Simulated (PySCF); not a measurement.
One molecule, one basis, several functionals.

ClH6NSi2.
InChI=1S/ClH6NSi2/c1-3-4-2/h2-4H2

Torsions of this conformer, `[NH2:1][SiH2:2][SiH2:3][Cl:4]`: N1–Si2–Si3–Cl4 -44°, H–N1–Si2–Si3 -178°, H–N1–Si2–Si3 42°.

PySCF, def2-SVPD basis, density fitting, gas phase, PBE0-D3(BJ)/def2-SVP geometry; singlet excitations by full TDDFT with frozen cores, triplets by Tamm–Dancoff TDDFT and ionisation energies by ΔSCF, from the lowest of the holes tried. One functional is left out:

```csv
functional,exact exchange (%),HOMO energy (eV),LUMO energy (eV),lowest singlet excitation (eV),lowest triplet excitation (eV),dipole moment (D),mean polarisability (au),vertical ionisation energy (eV)
LDA,0,-6.26,-1.85,4.51,4.33,1.410,84.5,9.78
PBE,0,-6.17,-1.64,4.60,4.40,1.401,82.8,9.65
PBE0,25,-7.52,-0.81,5.47,5.05,1.460,79.4,9.48
BHandHLYP,50,-8.77,0.06,6.09,5.52,1.525,76.7,9.66
```

Task: Predict the row of B3LYP (20 % exact exchange) by straight lines through the other rows, and check it.

Result: 
```tsv
property	line	computed	computed − line	PBE0 (25 %), for comparison
HOMO energy (eV)	-7.24	-7.30	-0.06	-7.52
LUMO energy (eV)	-1.01	-0.99	+0.02	-0.81
lowest singlet excitation (eV)	5.21	5.35	+0.14	5.47
lowest triplet excitation (eV)	4.85	5.02	+0.17	5.05
dipole moment (D)	1.452	1.457	+0.005	1.460
mean polarisability (au)	80.7	80.0	-0.7	79.4
vertical ionisation energy (eV)	9.64	9.46	-0.18	9.48
```

Task: Which of these properties follows the share of exact exchange most closely, and which least?

Result: Most closely the HOMO energy, least the vertical ionisation energy; the correlations over the tabulated rows are HOMO energy -0.999, dipole moment 0.997, LUMO energy 0.995, lowest triplet excitation 0.994, lowest singlet excitation 0.994, mean polarisability -0.974, vertical ionisation energy -0.360. The HOMO energy moves by -0.512 eV for every 10 %. Functionals with the same share still differ in their other parts: at 0 % LDA and PBE differ by 0.09 eV in it.
